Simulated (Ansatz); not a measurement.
Molecule: C₃H₇O₂, charge 1, multiplicity 1. It need not be the lowest isomer of its formula. 
Geometry from a B3LYP-D3(BJ)/def2-TZVP (Ansatz, a quantum-chemistry and plane-wave program) optimisation:
```
C
H 1 1.0848
H 1 1.0864 2 111.25
C 1 1.4974 2 114.57 3 -132.52
H 4 1.0894 1 112.03 2 -52.08
H 4 1.0915 5 110.35 1 126.01
H 4 1.0927 5 107.79 6 116.51
O 1 1.5491 2 102.40 3 111.22
H 8 0.9758 1 115.17 2 155.96
C 8 1.5027 9 116.83 1 -152.72
O 10 1.1571 8 118.35 9 162.07
H 10 1.0924 11 133.75 8 -177.88
```
Charge +1, spin multiplicity 1.

Basis-set convergence of Hartree-Fock and CCSD(T) correlation energies (hartree) with Ansatz. Cores are frozen in the correlated levels unless marked. No spin-orbit coupling. No relativistic terms.

```tsv
basis	functions	E(HF)	E(corr, CCSD(T))	rough core time
cc-pVDZ	105	-267.13604	-0.84797	25 s
cc-pVTZ	248	[?]	[?]	9 min
```

Fill in the missing entries.


- cc-pVTZ, E(HF): -267.21672
- cc-pVTZ, E(corr, CCSD(T)): -1.03968
